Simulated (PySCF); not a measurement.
The complex [Cr(NH3)6]3+ (charge +3) contains Cr(III), shell d3. The structure is a PBE0-D3(BJ)/def2-SVP, IEF-PCM water geometry optimised for multiplicity 4; coordination octahedral, point group S6, metal–donor distances 2.07 Å.

```
25

Cr    0.0000    0.0000    0.0000
N     2.0735   -0.0235   -0.0235
H     2.4966    0.9076    0.0042
H     2.4779   -0.5343    0.7657
H     2.4476   -0.4753   -0.8625
N    -2.0735    0.0235    0.0235
H    -2.4966   -0.9076   -0.0042
H    -2.4476    0.4753    0.8625
H    -2.4779    0.5343   -0.7657
N    -0.0235    2.0735   -0.0235
H     0.0042    2.4966    0.9076
H     0.7657    2.4779   -0.5343
H    -0.8625    2.4476   -0.4753
N     0.0235   -2.0735    0.0235
H    -0.0042   -2.4966   -0.9076
H     0.8625   -2.4476    0.4753
H    -0.7657   -2.4779    0.5343
N    -0.0235   -0.0235    2.0735
H     0.9076    0.0042    2.4966
H    -0.5343    0.7657    2.4779
H    -0.4753   -0.8625    2.4476
N     0.0235    0.0235   -2.0735
H    -0.9076   -0.0042   -2.4966
H     0.4753    0.8625   -2.4476
H     0.5343   -0.7657   -2.4779
```

Method (PySCF 2.14, density fitting): CASSCF(3,5) with orbitals averaged over all microstates of the shell, strongly contracted NEVPT2 on the averaged canonical orbitals; basis x2c-TZVPall on the metal, x2c-SVPall elsewhere; spin-free X2C; IEF-PCM water; spin-orbit coupling by state interaction with the mean-field operator over all roots.

Question: What is the ground state?

Answer: 4Ag (from 4A2g) (S = 3/2, orbital degeneracy 1), with 3.0 electrons in the lower (t2g-type) set and 0.0 in the upper (eg-type) set, by NEVPT2.

Question: Where do the spin-allowed transitions within the shell lie?

Answer: By NEVPT2: 4Ag (from 4T2g) at 23512 cm⁻¹ (425 nm); 4Eg (from 4T2g) at 23622 cm⁻¹ (423 nm); 4Eg (from 4T1g) at 32078 cm⁻¹ (312 nm); 4Ag (from 4T1g) at 32367 cm⁻¹ (309 nm); 4Ag (from 4T1g) at 49835 cm⁻¹ (201 nm); 4Eg (from 4T1g) at 50497 cm⁻¹. All are electric-dipole forbidden at this geometry.

Question: Which is the lowest state of another spin?

Answer: 2Eg at 17363 cm⁻¹ by NEVPT2; CASSCF alone puts it at 19216 cm⁻¹ above the same ground state.

Question: What ligand-field parameters describe the result?

Answer: At CASSCF level (the NEVPT2 levels don't fit a ligand-field model well): orbital energies 0, 228, 228, 19395, 19395 cm⁻¹; 10Dq = 19243 cm⁻¹ (difference of the means of the two sets); B = 1002 cm⁻¹; C = 3798 cm⁻¹; B over its free-ion value at the same level 0.867; rms of the fit 294 cm⁻¹; ζ = 254 cm⁻¹ (free ion 278).

Question: What are the magnetic parameters?

Answer: The ground multiplet follows a spin Hamiltonian with S = 3/2, g = 1.978, 1.978, 1.978, D = -0.12 cm⁻¹, E/|D| = 0.00 (spin-orbit part alone); the lowest levels hold 100 % of the spin-free ground state. μeff is 3.85 μB at 300 K and 3.83 μB at 10 K; the spin-only value is 3.88 μB.

NEVPT2 lifts 4Ag (from 4T2g) from 19610 to 23512 cm⁻¹; on the d shell alone it tends to overshoot states that fill the eg-type orbitals. NEVPT2 on the d shell alone tends to put d–d bands too high for such charged or covalently bound ions.

The job took 41 s on one thread of Arm Neoverse V1 (shared host), with 222 basis functions and a peak of 1.1 GiB, launched as `OMP_NUM_THREADS=1 python lf_run.py task.json out`.
